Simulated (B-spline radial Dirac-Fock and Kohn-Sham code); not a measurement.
# Radiative decay of the 2p3/2 hole in As⁴⁺

System: arsenic as As⁴⁺, configuration [Ar] 3d10 4s1, inside a Watson sphere of charge -4 and radius 1.8 Å (a model of the Madelung potential; inside it an electron's potential energy is raised by 32.0 eV).

Level of theory: independent-particle rates on relativistic LDA orbitals of the hole state (multipoles up to L = 3, Coulomb Auger matrix elements, transition energies from Dirac-Fock); a B-spline atomic structure program.

```csv
line,multipole,energy (eV),rate (s⁻¹),share (%)
Lℓ,E1,–,8.76e+11,3.88
Lα2,E1,1284.5,2.19e+12,9.68
Lα1,E1,1285.2,1.94e+13,86.1
Lβ6,E1,1325.3,6.92e+10,0.306
```

The listed lines hold 100.0 % of the radiative rate. A dash stands for an energy that rests on an unreliable hole state. The radiative width is 0.0149 eV in the length form and 0.0153 eV in the velocity form; the two differ because the transition energies are not eigenvalue differences of the potential that gave the orbitals.

Values without a named source are computed, but for edge energies of neutral atoms, which are taken from tables.
